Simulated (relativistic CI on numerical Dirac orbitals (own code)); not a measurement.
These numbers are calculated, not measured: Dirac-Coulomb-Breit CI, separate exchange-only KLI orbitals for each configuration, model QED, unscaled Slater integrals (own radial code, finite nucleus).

CI space (outside the closed core [Ne]): 3s2.3p4, 3s.3p5, 3p6, 3s2.3p3.3d, 3s.3p4.3d, 3p5.3d, 3s.3p3.3d2, 3s2.3p3.4s, 3s2.3p3.4p, 3s2.3p2.3d.4p, 3p5.4s, 3s2.3p3.4d, 3p5.4p, 3s.3p4.4s, 3s.3p3.3d.4s, 3s2.3p3.4f, 3s.3p4.4p, 3s2.3p3.5s, 3s2.3p3.5p, 3s.3p4.4d, 3s2.3p2.4s.4p, 3s2.3p3.5d, 3p4.3d.4p, 3s2.3p3.5f, 3s2.3p3.5g, 3s.3p4.4f, 3s2.3p3.6s, 3s2.3p3.6p, 3s.3p3.4s2, 3s2.3p2.3d2, 3s2.3p.3d3, 3s.3p2.3d3, 3s2.3p.3d2.4s, 3s2.3p.3d2.4p, 3s2.3p.3d2.4d, 3p4.3d2, 3p3.3d3, 3p3.3d2.4s, 3p3.3d2.4p, 3p3.3d2.4d, 3s2.3p2.3d.4s, 3s.3p2.3d2.4s, 3s2.3p.3d.4s2, 3s2.3p.3d.4s.4p, 3s2.3p.3d.4s.4d, 3s2.3p2.4s2, 3s.3p2.3d.4s2, 3s2.3p.4s2.4p, 3s2.3p.4s2.4d, 3p4.3d.4s, 3p3.3d.4s2, 3p3.3d.4s.4p, 3p3.3d.4s.4d, 3s2.3p2.4p2, 3s2.3p.3d.4p2, 3s.3p2.3d.4p2, 3s2.3p.4s.4p2, 3s2.3p.4p3, 3s2.3p.4p2.4d. Double excitations out of closed p, d and f shells are left out; levels of such configurations are missing from the list, as are those of other unlisted configurations, and high levels can miss mixing partners. These lack a partner that the ground configuration has and come out too high: 3s2.3p3.4f, 3s.3p4.4p, 3s2.3p3.5s, 3s2.3p3.5p, 3s.3p4.4d.

At this charge configurations can still be misplaced by up to about 7 % of their energy.

Outline of the computed level scheme of Cr IX. Lowest level of each configuration: 3s2.3p4 3P_2 at 0.0000 eV; 3s.3p5 3P°_2 at 29.4726 eV; 3s2.3p3.3d 5D°_0 at 40.6685 eV.

Some strong electric-dipole decays among the lowest 45 levels: 3s2.3p3.3d 3D°_3 → 3s2.3p4 3P_2 (1.3e+11 s⁻¹); 3s2.3p3.3d 3P°_0 → 3s2.3p4 3P_1 (1.1e+11 s⁻¹); 3s2.3p3.3d 1D°_2 → 3s2.3p4 1D_2 (9.7e+10 s⁻¹); 3s2.3p3.3d 3D°_2 → 3s2.3p4 3P_1 (9.5e+10 s⁻¹); 3s2.3p3.3d 3P°_2 → 3s2.3p4 3P_2 (8.4e+10 s⁻¹); 3s2.3p3.3d 3D°_1 → 3s2.3p4 3P_0 (7.1e+10 s⁻¹); 3s2.3p3.3d 3P°_1 → 3s2.3p4 3P_2 (5.9e+10 s⁻¹); 3s2.3p3.3d 3D°_1 → 3s2.3p4 3P_1 (5.1e+10 s⁻¹).

LS names give the leading component of a level, which can be under half, so a name can repeat, a term be missing and a line seem to break the LS rules.
